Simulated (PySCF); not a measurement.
KCl: frontier orbitals

PBE0 at R = 2.694 Å; basis K def2-TZVPP, Cl def2-TZVPP; no relativity; PySCF 2.14. State: triplet, unpaired electrons σ ↑, π ↑, a second solution, started from another occupation. Only the outer orbitals are listed, counted within each symmetry.

```csv
spin,orbital,occ.,ε (eV),on K (%),main shells (%)
α,8σ,1,-25.07,2,98 Cl s
α,9σ,1,-20.80,97,97 K p
α,3π,1,-20.77,100,100 K p
α,3π,1,-20.75,100,100 K p
α,4π,1,-12.85,1,99 Cl p
α,10σ,1,-11.36,3,97 Cl p
α,4π,1,-11.23,1,99 Cl p
α,11σ,1,-2.74,100,97 K s
α,5π,0,-0.32,100,100 K p
α,5π,0,-0.21,100,100 K p
α,12σ,0,0.08,102,"90 K p, 9 K s"
β,8σ,1,-23.47,5,94 Cl s
β,3π,1,-20.70,100,100 K p
β,3π,1,-20.69,100,100 K p
β,9σ,1,-20.67,94,94 K p
β,10σ,1,-10.89,3,97 Cl p
β,4π,1,-10.78,1,99 Cl p
β,4π,0,-7.44,2,98 Cl p
β,11σ,0,-0.93,101,101 K s
β,5π,0,0.73,100,99 K p
```

Which are the highest filled and the lowest empty level, where do they sit, and how wide is the gap?

Highest filled α 11σ at -2.74 eV (in %: 97 K s); lowest empty β 4π at -7.44 eV (in %: 98 Cl p); the gap at PBE0 is -4.70 eV.

The bond order (Mayer) is 0.11, the ⟨S²⟩ is 2.004 and the charge on K (Mulliken, basis-dependent) is -0.06. The charge on K (Löwdin, basis-dependent) is -0.31 and the dipole moment (positive dipole means K(−)Cl(+)) is 2.33 D.

Shares are Mulliken populations and can fall outside 0 to 100 %.

Counting both spins, an empty level lies below a filled one in this solution, because spin and occupation are held.
